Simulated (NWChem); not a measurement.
CH₂AlNO; SMILES O=C=[N][AlH2]

```xyz
6

Al     0.0000     0.0000     1.7391
H      0.0000     1.4113     2.4704
H      0.0000    -1.4113     2.4704
N      0.0000     0.0000    -0.0520
C      0.0000     0.0000    -1.2662
O      0.0000     0.0000    -2.4484
```
Atoms are numbered in this order, from 1.

All runs: NWChem. Structure relaxed at the PBE-D3(BJ)/def2-SVP level. Level M06-2X/def2-SVP: energy and gradient on several grids; changes count from the extra-fine grid, which is no exact limit either.

Question: Which is the coarsest grid (fine; xfine; medium; coarse; xcoarse) from which on the energy stays within 100 μHa and each gradient component within 200 μHa/bohr of xfine?

Answer: medium.
```json
[
 {"grid": "xcoarse", "size of the energy change (μHa)": "20000", "largest change of a gradient component (μHa/bohr)": "4000"},
 {"grid": "coarse", "size of the energy change (μHa)": "600", "largest change of a gradient component (μHa/bohr)": "600"},
 {"grid": "medium", "size of the energy change (μHa)": "< 10", "largest change of a gradient component (μHa/bohr)": "60"},
 {"grid": "fine", "size of the energy change (μHa)": "< 10", "largest change of a gradient component (μHa/bohr)": "30"},
 {"grid": "xfine", "size of the energy change (μHa)": "< 10", "largest change of a gradient component (μHa/bohr)": "< 30"}
]
```
